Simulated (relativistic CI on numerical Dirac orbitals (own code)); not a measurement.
# Ru²⁺ (4d6) in a crystal field

Calculated by Dirac-Coulomb-Breit CI, KLI orbitals optimised for each configuration, model QED (radiative potential, 1s self-energy scaled to tabulated hydrogen-like ionisation energies), valence Slater integrals scaled by 0.8, one configuration in a parametric crystal field (own radial code).

Field parameters in Wybourne normalisation: Td as Oh with Dq negative (B⁴₀ = 21Dq, B⁴₄ = √(5/14) B⁴₀). The field is a parameter set, without covalency.

S is read from ⟨S²⟩ = S(S + 1).

Levels (cm⁻¹, degeneracy): 0 (1), 70 (3), 125 (2), 247 (3), 377 (1), 7566 (3), 7644 (3), 7738 (2), 8215 (2), 8221 (3), 8532 (3), 8684 (1).

**Question.** Which field gives this pattern?
A. Td, 10Dq = -4600 cm⁻¹
B. Td, 10Dq = -5600 cm⁻¹
C. Td, 10Dq = -16400 cm⁻¹
D. Td, 10Dq = -8200 cm⁻¹

**Answer.** D. Td, 10Dq = -8200 cm⁻¹, ground level with S = 1.98.
